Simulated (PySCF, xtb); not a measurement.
C₄H₄N, SMILES C1=C[N]C=C1 (connectivity only; charge and spin as stated), charge -1, multiplicity 1.

xtb 6.7.1 with GFN2-xTB at its own geometry gives an orbital gap of 5.43 eV.

Geometry optimised at B3LYP-D3(BJ)/def2-SVPD. The multiplicity is an assumed one; other spin states were not compared. The isomer is the one that the SMILES or the coordinates give; other isomers of the formula were not compared.

Q: What does HF/def2-SVPD in PySCF give? (An estimate is asked for; the answer gives what the named calculation found.)

A: gap 9.28 eV (levels -2.11 and 7.17 eV).
